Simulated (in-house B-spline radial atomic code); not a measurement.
Si IV (Si3+): [Ne] 3p1 (an excited or competing configuration)

Level of theory: Dirac-Hartree-Fock, average of configuration, Fermi nucleus of rms radius 3.1224 fm; calculated with a B-spline radial code for spherical atoms.

Z_r = [3n² - l(l+1)]/(2<r>); Z_e = n√(-2ε); the last column is Slater's effective charge. Values are occupation-weighted means over j.

```tsv
shell	electrons	ε (eV)	<r> (bohr)	Z_r	Z_e	Slater
1s	2	-1916.2	0.1111	13.51	11.87	13.70
2s	2	-205.43	0.5608	10.70	7.77	9.85
2p	6	-153.46	0.5317	9.40	6.72	9.85
3p	1	-35.956	2.081	6.01	4.88	5.20
```

The least bound orbital is 3p3/2 at -35.94 eV, and it is also the most diffuse (<r> = 2.082 bohr).

Spin-orbit splittings of the orbital energies (j = l + 1/2 above j = l - 1/2 when positive): 2p 0.6883 eV, 3p 0.05817 eV.

For the 1s electron the small component carries 0.246 % of the norm, the zero-frequency Breit interaction raises the level by 1.123 eV, self-energy by 0.4788 eV, and vacuum polarisation lowers it by 0.02973 eV.
